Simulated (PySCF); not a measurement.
GaH2, SMILES [GaH2+], charge +1.

The structure is a stationary point at B3LYP-D3(BJ)/def2-TZVPD. The multiplicity is an assumed one; other spin states were not compared. The isomer is the one that the SMILES or the coordinates give; other isomers of the formula were not compared.

Two levels are set side by side: TDA-PBE/def2-TZVPD (PySCF) and TDA-M06-2X/def2-TZVPD (PySCF). Vertical, same geometry. The lowest singlet is HOMO→LUMO 100 % with PBE and HOMO→LUMO 100 % with the other functional; states are paired by order. Differences are taken from unrounded values.

```csv
quantity,TDA-M06-2X,TDA-PBE,TDA-PBE minus TDA-M06-2X
lowest singlet excitation (eV),6.42,6.39,-0.03
lowest triplet excitation (TDA) (eV),5.81,5.79,-0.02
first bright state (f over 0.05) (eV),10.30,10.37,0.06
its oscillator strength,1.37,0.30,-1.07
```

Rough cost on one machine, each run with all the roots and properties that it gave: TDA-M06-2X against TDA-PBE about 4 times.
